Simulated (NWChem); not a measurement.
Molecule: C2H4CuN; SMILES [CuH]<-[C-]#[N+]C

Computed with NWChem. Structure relaxed at the PBE0/def2-SVP level. Hybrids' shares of exact exchange are those that their runs print; pure functionals count as 0. The functionals differ in more than this share.

| row | share of exact exchange | highest occupied level (eV) |
|---|---|---|
| PBE/def2-SVP | 0.00 | -4.72 |
| B97-D/def2-SVP | 0.00 | -4.67 |
| B3LYP/def2-SVP | 0.20 | -5.59 |
| B97-2/def2-SVP | 0.21 | -5.47 |
| PBE0/def2-SVP | 0.25 | -5.72 |
| PW6B95/def2-SVP | 0.28 | withheld |

Problem. Fit a straight line of the last column on the one before it, predict the withheld value, and compare with the run.

Solution. 
1. Means of the 5 shown rows: x = 0.132, y = -5.234. Slope Σ(x − x̄)(y − ȳ)/Σ(x − x̄)² = -0.2423/0.05948 = -4.073; intercept -4.696.
2. The shown rows scatter about the line by 0.053 (root mean square); the largest residual is +0.08, at B97-2/def2-SVP.
3. At x = 0.28 (PW6B95/def2-SVP; beyond the shown range) the line gives -5.84.
4. The run gives -5.81, +0.03 from the line, 0.6 times the scatter.
